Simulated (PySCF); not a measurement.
A calculated (PBE0, PySCF 2.14, x2c-TZVPPall with one added diffuse shell each of s, p, d, f type, scalar relativity by spin-free X2C-1e) atom or ion has these occupied shells.

```json
{"shell": "1s α", "electrons": "1", "orbital energy (eV)": "-85461.6", "rms radius, mean of both spins (bohr)": "0.0184"}
{"shell": "1s β", "electrons": "1", "orbital energy (eV)": "-85461.6", "rms radius, mean of both spins (bohr)": "0.0184"}
{"shell": "2s β", "electrons": "1", "orbital energy (eV)": "-15254.0", "rms radius, mean of both spins (bohr)": "0.0743"}
{"shell": "2s α", "electrons": "1", "orbital energy (eV)": "-15254.0", "rms radius, mean of both spins (bohr)": "0.0743"}
{"shell": "2p α", "electrons": "3", "orbital energy (eV)": "-13185.5", "rms radius, mean of both spins (bohr)": "0.0683"}
{"shell": "2p β", "electrons": "3", "orbital energy (eV)": "-13185.5", "rms radius, mean of both spins (bohr)": "0.0683"}
{"shell": "3s α", "electrons": "1", "orbital energy (eV)": "-3659.9", "rms radius, mean of both spins (bohr)": "0.190"}
{"shell": "3s β", "electrons": "1", "orbital energy (eV)": "-3659.9", "rms radius, mean of both spins (bohr)": "0.190"}
{"shell": "3p α", "electrons": "3", "orbital energy (eV)": "-3058.9", "rms radius, mean of both spins (bohr)": "0.192"}
{"shell": "3p β", "electrons": "3", "orbital energy (eV)": "-3058.9", "rms radius, mean of both spins (bohr)": "0.192"}
{"shell": "3d α", "electrons": "5", "orbital energy (eV)": "-2405.5", "rms radius, mean of both spins (bohr)": "0.176"}
{"shell": "3d β", "electrons": "5", "orbital energy (eV)": "-2405.5", "rms radius, mean of both spins (bohr)": "0.176"}
{"shell": "4s α", "electrons": "1", "orbital energy (eV)": "-826.51", "rms radius, mean of both spins (bohr)": "0.416"}
{"shell": "4s β", "electrons": "1", "orbital energy (eV)": "-826.50", "rms radius, mean of both spins (bohr)": "0.416"}
{"shell": "4p α", "electrons": "3", "orbital energy (eV)": "-627.47", "rms radius, mean of both spins (bohr)": "0.444"}
{"shell": "4p β", "electrons": "3", "orbital energy (eV)": "-627.46", "rms radius, mean of both spins (bohr)": "0.444"}
{"shell": "4d α", "electrons": "5", "orbital energy (eV)": "-385.26", "rms radius, mean of both spins (bohr)": "0.472"}
{"shell": "4d β", "electrons": "5", "orbital energy (eV)": "-385.26", "rms radius, mean of both spins (bohr)": "0.472"}
{"shell": "5s α", "electrons": "1", "orbital energy (eV)": "-136.27", "rms radius, mean of both spins (bohr)": "0.934"}
{"shell": "5s β", "electrons": "1", "orbital energy (eV)": "-136.25", "rms radius, mean of both spins (bohr)": "0.934"}
{"shell": "4f α", "electrons": "7", "orbital energy (eV)": "-120.30", "rms radius, mean of both spins (bohr)": "0.512"}
{"shell": "4f β", "electrons": "7", "orbital energy (eV)": "-120.29", "rms radius, mean of both spins (bohr)": "0.512"}
{"shell": "5p α", "electrons": "3", "orbital energy (eV)": "-81.073", "rms radius, mean of both spins (bohr)": "1.07"}
{"shell": "5p β", "electrons": "3", "orbital energy (eV)": "-81.059", "rms radius, mean of both spins (bohr)": "1.07"}
{"shell": "5d α", "electrons": "5", "orbital energy (eV)": "-17.577", "rms radius, mean of both spins (bohr)": "1.50"}
{"shell": "5d β", "electrons": "5", "orbital energy (eV)": "-17.497", "rms radius, mean of both spins (bohr)": "1.50"}
{"shell": "6s α", "electrons": "1", "orbital energy (eV)": "-10.706", "rms radius, mean of both spins (bohr)": "2.67"}
{"shell": "6s β", "electrons": "1", "orbital energy (eV)": "-10.050", "rms radius, mean of both spins (bohr)": "2.67"}
{"shell": "6p α", "electrons": "1", "orbital energy (eV)": "-3.428", "rms radius, mean of both spins (bohr)": "4.10"}
```

Task: Name the element and its charge.

Result: Tl (thallium, neutral), in [Xe] 4f14 5d10 6s2 6p1, 2P determinant.
